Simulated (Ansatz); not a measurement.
`F[SiH](F)Cl` + HI → `F[SiH](Cl)I` + H–F at 600 K and 1 bar (ligand exchange at the Si–F bond).

Program: Ansatz. Geometries: PBE0-D4/def2-TZVP. ΔE: electronic, gas phase. CCSD(T)/CBS adds triple-zeta CCSD(T) − MP2 to the extrapolated MP2 energy (def2 sets, frozen cores). This one scheme is used for every species. def2 core potentials past Kr. For I outer-core shells are correlated without core-valence functions, which leaves a few kJ/mol of doubt a bond.

```tsv
species	CCSD(T)/CBS energy (Eh)	H − E (kJ/mol)	S (J/(mol·K))
`F[SiH](F)Cl`	-949.23245	82.4	354.3
HI	-298.03592	31.6	227.0
`F[SiH](Cl)I`	-1146.84711	79.9	390.7
H–F	-100.39570	42.3	194.0
```

H − E and S are ideal-gas, rigid-rotor, harmonic terms from PBE0-D4/def2-TZVP, for one conformer and one mirror image of each species. 1 Eh = 2625.50 kJ/mol, R = 8.31446 J/(mol·K).

**Question.** By hand: ΔE, ΔH, ΔS and ΔG.

**Answer.** ΔE = (-1146.84711) + (-100.39570) − (-949.23245) − (-298.03592) = 0.02556 Eh = 67.1 kJ/mol. Δ(H − E) = 79.9 + 42.3 − 82.4 − 31.6 = 8.2, so ΔH = 75.3 kJ/mol. ΔS = 390.7 + 194.0 − 354.3 − 227.0 = 3.4 J/(mol·K). ΔG = 75.3 − 600 × (3.4)/1000 = 73.3 kJ/mol.

**Question.** By hand: the equilibrium constant, and the temperature at which ΔG would vanish if ΔH and ΔS stayed fixed.

**Answer.** log₁₀ K = −ΔG/(RT ln 10) = -6.4. ΔG = 0 at ΔH/ΔS = 22147 K, far beyond where these terms or the molecules hold.

The number of gas molecules stays the same, so ΔS is small and ΔH decides. A doubt of 5 kJ/mol in ΔE shifts log₁₀ K by 0.4 here. Other conformers and mirror images would add mixing entropy, several J/(mol·K) or more a flexible species. These are equilibria of isolated gas molecules and say nothing of rates. Largest T1 diagnostic: 0.011 (customary marks: 0.02 for closed shells, 0.045 for open ones).
